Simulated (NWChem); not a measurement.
System: WN₂H₄O₂; SMILES [NH]=[W](=[NH])([OH])[OH]

Here is an NWChem input.

```
start job
memory heap 200 mb stack 900 mb global 1100 mb
geometry units angstroms noautoz
  W      0.000000     0.000000     0.123963
  N      0.006376    -1.419504    -0.898331
  H      0.007690    -1.950712    -1.761620
  N     -0.006376     1.419504    -0.898331
  H     -0.007690     1.950712    -1.761620
  O     -1.563684    -0.006390     1.197722
  H     -2.495878     0.002357     0.965930
  O      1.563684     0.006390     1.197722
  H      2.495878    -0.002357     0.965930
end
basis spherical
  W library def2-svp
  N library def2-svp
  H library def2-svp
  O library def2-svp
end
ecp
  W library def2-ecp
end
dft
  xc slater pw91lda
  iterations 150
  mulliken
end
task dft energy
```

Parts of the log:

```
             Northwest Computational Chemistry Package (NWChem) 7.3.0
             --------------------------------------------------------

 C2  symmetry detected

                             Geometry "geometry" -> ""
                             -------------------------

 Output coordinates in angstroms (scale by  1.889725989 to convert to a.u.)

  No.       Tag          Charge          X              Y              Z
 ---- ---------------- ---------- -------------- -------------- --------------
    1 W                   74.0000     0.00000000     0.00000000    -0.00722959
    2 N                    7.0000     0.00509504    -1.41950918    -1.02952359
    3 H                    1.0000     0.00592968    -1.95071815    -1.89281259
    4 N                    7.0000    -0.00509504     1.41950918    -1.02952359
    5 H                    1.0000    -0.00592968     1.95071815    -1.89281259
    6 O                    8.0000    -1.56368913    -0.00497893     1.06652941
    7 H                    1.0000    -2.49587486     0.00460927     0.83473741
    8 O                    8.0000     1.56368913     0.00497893     1.06652941
    9 H                    1.0000     2.49587486    -0.00460927     0.83473741

 Effective nuclear repulsion energy (a.u.)     791.8815739924

      Symmetry information
      --------------------

 Group name             C2
 Group number              4
 Group order               2
 No. of unique centers     5

                                 NWChem DFT Module
                                 -----------------

 Summary of "ao basis" -> "ao basis" (spherical)
 ------------------------------------------------------------------------------
       Tag                 Description            Shells   Functions and Types
 ---------------- ------------------------------  ------  ---------------------
 W                          def2-svp                12       32   6s3p2d1f
 N                          def2-svp                 6       14   3s2p1d
 H                          def2-svp                 3        5   2s1p
 O                          def2-svp                 6       14   3s2p1d

      Symmetry analysis of basis
      --------------------------

        a          56
        b          52

            General Information
            -------------------
          SCF calculation type: DFT
          Wavefunction type:  closed shell.
          No. of atoms     :     9
          No. of electrons :    48
           Alpha electrons :    24
            Beta electrons :    24
          Charge           :     0
          Spin multiplicity:     1
          Use of symmetry is: on ; symmetry adaption is: on
          Maximum number of iterations: 150
          AO basis - number of functions:   108
                     number of shells:    48
          Convergence on energy requested:  1.00D-06
          Convergence on density requested:  1.00D-05
          Convergence on gradient requested:  5.00D-04

              XC Information
              --------------
                        Slater Exchange Functional  1.000 local
            Perdew 1991 LDA Correlation Functional  1.000 local

             Grid Information
             ----------------
          Grid used for XC integration:  medium
          Radial quadrature: Mura-Knowles
          Angular quadrature: Lebedev.
          Tag              B.-S. Rad. Rad. Pts. Rad. Cut. Ang. Pts.
          ---              ---------- --------- --------- ---------
          W                   1.35      123           9.0       590
          N                   0.65       49          10.0       434
          H                   0.35       45          12.0       434
          O                   0.60       49          11.0       434
          Grid pruning is: on
          Number of quadrature shells:   311
          Spatial weights used:  Erf1

      Superposition of Atomic Density Guess
      -------------------------------------

 Sum of atomic energies:        -333.04440344

      Non-variational initial energy
      ------------------------------

 Total energy =    -326.911689
 1-e energy   =    -908.938260
 2-e energy   =     359.577576
 HOMO         =      -0.350818
 LUMO         =      -0.005422

      Symmetry analysis of molecular orbitals - initial
      -------------------------------------------------

  Numbering of irreducible representations:

     1 a           2 b

  Orbital symmetries:

     1 a           2 b           3 a           4 b           5 a
     6 b           7 a           8 b           9 a          10 b
    11 a          12 b          13 a          14 b          15 a
    16 b          17 a          18 a          19 b          20 b
    21 a          22 a          23 b          24 b          25 a
    26 a          27 a          28 a          29 b          30 b
    31 b          32 b          33 a          34 a

     ---------------------------------------------
      Total Density - Mulliken Population Analysis
     ---------------------------------------------

    Atom       Charge   Shell Charges
 -----------   ------   -------------------------------------------------------
    1 W   14    11.37   0.04 -0.35  1.80  0.54  0.33  0.06  5.49  0.57  0.17  2.16  0.39  0.16
    2 N    7     8.07   1.99  1.08  0.58  2.66  1.75  0.01
    3 H    1     0.76   0.60  0.12  0.04
    4 N    7     8.07   1.99  1.08  0.58  2.66  1.75  0.01
    5 H    1     0.76   0.60  0.12  0.04
    6 O    8     8.84   1.99  1.10  0.67  3.11  1.98  0.00
    7 H    1     0.64   0.52  0.06  0.06
    8 O    8     8.84   1.99  1.10  0.67  3.11  1.98  0.00
    9 H    1     0.64   0.52  0.06  0.06

   convergence    iter        energy       DeltaE   RMS-Dens  Diis-err
 ---------------- ----- ----------------- --------- --------- ---------
 d= 0,ls=0.0,diis     1   -326.9227310096 -5.49D+02  4.48D-02  3.51D+00
 d= 0,ls=0.0,diis     2   -322.0011849805  4.92D+00  3.92D-02  4.05D+01
 d= 0,ls=0.0,diis     3   -327.1437386758 -5.14D+00  9.46D-03  1.55D+00
 d= 0,ls=0.0,diis     4   -327.2575154704 -1.14D-01  3.91D-03  5.49D-01
 d= 0,ls=0.0,diis     5   -327.3119928096 -5.45D-02  1.17D-03  2.29D-02
  Resetting Diis
 d= 0,ls=0.0,diis     6   -327.3147740951 -2.78D-03  2.04D-04  7.40D-04
 d= 0,ls=0.0,diis     7   -327.3148600036 -8.59D-05  7.40D-05  2.87D-05
 d= 0,ls=0.0,diis     8   -327.3148572911  2.71D-06  5.40D-05  5.02D-05
 d= 0,ls=0.0,diis     9   -327.3148616470 -4.36D-06  1.80D-05  1.37D-05
 d= 0,ls=0.0,diis    10   -327.3148629924 -1.35D-06  5.98D-06  6.83D-07
 d= 0,ls=0.0,diis    11   -327.3148630322 -3.98D-08  2.85D-06  2.83D-07

         Total DFT energy =     -327.314863032187
      One electron energy =     -914.422039765340
           Coulomb energy =      402.574058273070
    Exchange-Corr. energy =      -37.915877059831
 Nuclear repulsion energy =      222.448995519914

 Numeric. integr. density =       47.999993753550

                  Occupations of the irreducible representations
                  ----------------------------------------------

                     irrep           alpha         beta
                     --------     --------     --------
                     a                12.0         12.0
                     b                12.0         12.0

                       DFT Final Molecular Orbital Analysis
                       ------------------------------------

 Vector   22  Occ=2.000000D+00  E=-2.486926D-01  Symmetry=b
              MO Center=  2.0D-15,  7.9D-13, -8.3D-01, r^2= 3.0D+00
   Bfn.  Coefficient  Atom+Function         Bfn.  Coefficient  Atom+Function
  ----- ------------  ---------------      ----- ------------  ---------------
    36      0.359246  2 N  px                55      0.359246  4 N  px
    19     -0.262856  1 W  d  1              39     -0.262723  2 N  px
    58     -0.262723  4 N  px                 7      0.207946  1 W  px
    13     -0.174286  1 W  px                73      0.147805  6 O  s
    92     -0.147805  8 O  s                 24     -0.116485  1 W  d  1

 Vector   23  Occ=2.000000D+00  E=-2.371839D-01  Symmetry=a
              MO Center=  7.3D-13, -9.8D-13, -8.2D-02, r^2= 3.7D+00
   Bfn.  Coefficient  Atom+Function         Bfn.  Coefficient  Atom+Function
  ----- ------------  ---------------      ----- ------------  ---------------
    75      0.308811  6 O  py                94     -0.308811  8 O  py
    36      0.305538  2 N  px                55     -0.305538  4 N  px
    16      0.246090  1 W  d -2              39     -0.238681  2 N  px
    58      0.238681  4 N  px                78      0.231018  6 O  py
    97     -0.231018  8 O  py                27     -0.051072  1 W  f -2

 Vector   24  Occ=2.000000D+00  E=-2.169437D-01  Symmetry=b
              MO Center= -4.3D-13, -1.9D-13, -6.4D-01, r^2= 3.5D+00
   Bfn.  Coefficient  Atom+Function         Bfn.  Coefficient  Atom+Function
  ----- ------------  ---------------      ----- ------------  ---------------
    38     -0.277630  2 N  pz                57      0.277630  4 N  pz
    37      0.271998  2 N  py                56      0.271998  4 N  py
    41      0.210303  2 N  pz                60     -0.210303  4 N  pz
    40     -0.204595  2 N  py                59     -0.204595  4 N  py
    17     -0.186615  1 W  d -1              75      0.168583  6 O  py

 Vector   25  Occ=0.000000D+00  E=-5.748419D-02  Symmetry=a
              MO Center=  1.9D-12,  4.0D-13,  5.7D-02, r^2= 2.7D+00
   Bfn.  Coefficient  Atom+Function         Bfn.  Coefficient  Atom+Function
  ----- ------------  ---------------      ----- ------------  ---------------
    18      0.772024  1 W  d  0              40     -0.229468  2 N  py
    59      0.229468  4 N  py                76     -0.207020  6 O  pz
    95     -0.207020  8 O  pz                25     -0.197373  1 W  d  2
    20     -0.190714  1 W  d  2               5      0.186013  1 W  s
    37      0.174519  2 N  py                56     -0.174519  4 N  py

 Vector   26  Occ=0.000000D+00  E=-2.775823D-02  Symmetry=a
              MO Center=  7.4D-11, -2.4D-11, -9.3D-02, r^2= 4.6D+00
   Bfn.  Coefficient  Atom+Function         Bfn.  Coefficient  Atom+Function
  ----- ------------  ---------------      ----- ------------  ---------------
     6      0.849556  1 W  s                 16      0.468048  1 W  d -2
    20      0.432488  1 W  d  2              73     -0.321125  6 O  s
    92     -0.321125  8 O  s                  5     -0.259236  1 W  s
    86      0.176505  7 H  s                105      0.176505  9 H  s
    25      0.166271  1 W  d  2              39      0.150926  2 N  px

 Vector   27  Occ=0.000000D+00  E=-2.736733D-02  Symmetry=a
              MO Center=  3.3D-11,  2.3D-11, -1.8D-01, r^2= 3.2D+00
   Bfn.  Coefficient  Atom+Function         Bfn.  Coefficient  Atom+Function
  ----- ------------  ---------------      ----- ------------  ---------------
    16      0.726746  1 W  d -2               6     -0.544833  1 W  s
    20     -0.281502  1 W  d  2              39      0.236791  2 N  px
    58     -0.236791  4 N  px                36     -0.233843  2 N  px
    55      0.233843  4 N  px                73      0.203719  6 O  s
    92      0.203719  8 O  s                  5      0.167252  1 W  s

     ---------------------------------------------
      Total Density - Mulliken Population Analysis
     ---------------------------------------------

    Atom       Charge   Shell Charges
 -----------   ------   -------------------------------------------------------
    1 W   14    13.25   0.04 -0.36  1.89  0.48  0.41  0.01  5.56  0.55  0.36  3.50  0.65  0.18
    2 N    7     7.38   1.98  1.00  0.61  2.37  1.40  0.01
    3 H    1     0.85   0.69  0.11  0.04
    4 N    7     7.38   1.98  1.00  0.61  2.37  1.40  0.01
    5 H    1     0.85   0.69  0.11  0.04
    6 O    8     8.39   1.99  1.05  0.70  2.88  1.77  0.01
    7 H    1     0.76   0.65  0.04  0.07
    8 O    8     8.39   1.99  1.05  0.70  2.88  1.77  0.01
    9 H    1     0.76   0.65  0.04  0.07

     -------------------------------------------
      Total Density - Lowdin Population Analysis
     -------------------------------------------

    Atom       Charge   Shell Charges
 -----------   ------   -------------------------------------------------------
    1 W   14    13.91   0.00  0.04  1.09  0.78  0.35  0.14  4.94  1.28  0.49  3.20  1.27  0.34
    2 N    7     7.13   1.97  0.78  0.51  2.19  1.66  0.02
    3 H    1     0.91   0.57  0.21  0.13
    4 N    7     7.13   1.97  0.78  0.51  2.19  1.66  0.02
    5 H    1     0.91   0.57  0.21  0.13
    6 O    8     8.12   1.97  0.86  0.61  2.72  1.94  0.01
    7 H    1     0.88   0.53  0.16  0.18
    8 O    8     8.12   1.97  0.86  0.61  2.72  1.94  0.01
    9 H    1     0.88   0.53  0.16  0.18

     Multipole analysis of the density
     ---------------------------------

     L   x y z        total         alpha         beta         nuclear
     -   - - -        -----         -----         ----         -------
     0   0 0 0      0.000000    -24.000000    -24.000000     48.000000

     1   1 0 0      0.000000      0.000000      0.000000      0.000000
     1   0 1 0     -0.000000     -0.000000     -0.000000      0.000000
     1   0 0 1     -0.779271     -0.799494     -0.799494      0.819717

     2   2 0 0    -27.110754   -105.655260   -105.655260    184.199766
     2   1 1 0     -0.065906      0.007809      0.007809     -0.081524
     2   1 0 1      0.000000      0.000000      0.000000      0.000000
     2   0 2 0    -35.498920    -81.709239    -81.709239    127.919559
     2   0 1 1      0.000000      0.000000      0.000000      0.000000
     2   0 0 2    -33.872675    -91.211631    -91.211631    148.550587
```

Level: LDA (Slater exchange, PW92)/def2-SVP with def2 effective core potentials on W. Coordinates come from a PBE0/def2-SVP optimisation. No frequency run checked for a minimum. def2 effective core potentials on W; no spin-orbit coupling.
